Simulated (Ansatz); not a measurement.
A nudged elastic band was laid between two geometries of BCl3 + FH (6 atoms, charge 0, multiplicity 1).

Level of theory: RKS CAM-B3LYP-D4/6-31G* in Ansatz.

* movable images: 7
* climbing image: yes
* spring: 5.0 eV/Å²
* optimiser: quadratic models (default)
* start path: through a guess of the saddle point
* force threshold: 0.05 eV/Å
* iteration limit: 52
* end points: relaxed

Initial state:

```xyz
6
Properties=species:S:1:pos:R:3
B 0.019 0.616 -0.541
Cl 1.707 0.103 -0.507
Cl -1.044 -0.026 -1.765
Cl -0.494 1.931 0.482
H 0.335 -1.492 1.218
F -0.523 -1.131 1.113
```

Final state:

```xyz
6
Properties=species:S:1:pos:R:3
B -0.906 0.467 -0.181
Cl 2.262 -0.770 0.112
Cl -1.203 0.115 -1.860
Cl -0.660 2.092 0.397
H 1.399 -1.378 0.846
F -0.892 -0.526 0.685
```

Question: What changes between the two ends?

Answer: Bonds broken: B1–Cl2, H5–F6. Bonds formed: B1–F6, Cl2–H5. BCl3 + FH becomes BCl2F + ClH.

Question: Give the energies along the band, and the barrier.

Answer: It converged. The highest image is number 3 of 0 to 8, 53.7 kJ/mol above the first end and 140.6 kJ/mol above the last; the last end lies 86.9 kJ/mol below the first. A vibrational analysis at the climbing image gives one clearly imaginary mode, 992i cm⁻¹: a first-order saddle point. The orbitals stay closed-shell, which can raise the energy where a bond breaks towards radicals; this wasn't checked here.

```json
{"image": "0", "path coordinate (Å)": "0.00", "energy (kJ/mol)": "0.0", "B1–Cl2 (Å)": "1.76", "H5–F6 (Å)": "0.94", "B1–F6 (Å)": "2.47"}
{"image": "1", "path coordinate (Å)": "0.39", "energy (kJ/mol)": "5.3", "B1–Cl2 (Å)": "1.79", "H5–F6 (Å)": "0.94", "B1–F6 (Å)": "2.13"}
{"image": "2", "path coordinate (Å)": "0.79", "energy (kJ/mol)": "23.7", "B1–Cl2 (Å)": "1.86", "H5–F6 (Å)": "0.98", "B1–F6 (Å)": "1.77"}
{"image": "3", "path coordinate (Å)": "1.18", "energy (kJ/mol)": "53.7", "B1–Cl2 (Å)": "2.03", "H5–F6 (Å)": "1.17", "B1–F6 (Å)": "1.53"}
{"image": "4", "path coordinate (Å)": "1.51", "energy (kJ/mol)": "7.8", "B1–Cl2 (Å)": "2.26", "H5–F6 (Å)": "1.49", "B1–F6 (Å)": "1.40"}
{"image": "5", "path coordinate (Å)": "1.84", "energy (kJ/mol)": "-50.1", "B1–Cl2 (Å)": "2.62", "H5–F6 (Å)": "1.76", "B1–F6 (Å)": "1.34"}
{"image": "6", "path coordinate (Å)": "2.17", "energy (kJ/mol)": "-77.5", "B1–Cl2 (Å)": "2.97", "H5–F6 (Å)": "2.02", "B1–F6 (Å)": "1.33"}
{"image": "7", "path coordinate (Å)": "2.50", "energy (kJ/mol)": "-85.5", "B1–Cl2 (Å)": "3.25", "H5–F6 (Å)": "2.24", "B1–F6 (Å)": "1.32"}
{"image": "8", "path coordinate (Å)": "2.83", "energy (kJ/mol)": "-86.9", "B1–Cl2 (Å)": "3.41", "H5–F6 (Å)": "2.45", "B1–F6 (Å)": "1.32"}
```

Question: What is the geometry of the highest image?

Answer: 
```xyz
6
Properties=species:S:1:pos:R:3:forces:R:3
B -0.265 0.301 -0.197 0.01 -0.02 0.02
Cl 1.684 -0.281 -0.168 -0.01 0.00 0.00
Cl -1.036 -0.089 -1.735 0.00 0.02 0.01
Cl -0.481 1.889 0.538 0.00 0.00 -0.02
H 0.620 -1.013 0.731 -0.02 0.00 0.00
F -0.522 -0.807 0.832 0.02 0.00 -0.01
```

Question: What are the harmonic wavenumbers there?

Answer: 992i, 181, 222, 292, 300, 438, 484, 718, 739, 983, 987, 1658 cm⁻¹.

The band took 13 iterations and about 8 core-minutes.

Run time: 4.3 min on 2 threads of Arm Neoverse V2, on a shared host, peak memory 0.22 GiB.
